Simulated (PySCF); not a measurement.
AlClH₂OSe, SMILES [OH][Al]([Cl])[SeH]. Atoms are numbered in the order given.

```xyz
6

Al     0.4340    -0.6304     0.0000
Cl    -0.9724    -2.1915     0.0000
O      2.1016    -0.9255     0.0000
H      2.5356    -1.7830     0.0000
Se    -0.2818     1.5481     0.0000
H      1.1196     2.0024     0.0000
```
Charge 0, spin multiplicity 1.

Geometry: r2SCAN-D4/def2-SVP. The structure was generated by enumeration; whether it is a known compound was not checked. Other conformers were not sampled.

Method: B3LYP/pcSseg-1 in PySCF.

GIAO shieldings, no solvent; atoms alike by connectivity are averaged. δ = σ(ref) − σ: ³⁵Cl against HCl (σ = 933.3 ppm); ¹⁷O against H2O (σ = 333.8 ppm); ¹H against TMS (σ = 31.68 ppm); ⁷⁷Se against Me2Se (σ = 1647.9 ppm), references at their B3LYP-D3(BJ)/def2-TZVP geometries, non-relativistic (without spin–orbit terms, shifts of atoms bonded to Cl or Br come out too high).

| nucleus | atoms | count | δ (ppm) |
|---|---|---|---|
| ³⁵Cl | Cl2 | 1 | 13.0 |
| ¹⁷O | O3 | 1 | 56.7 |
| ¹H | H4 | 1 | 2.66 |
| ¹H | H6 | 1 | 0.64 |
| ⁷⁷Se | Se5 | 1 | -605.0 |
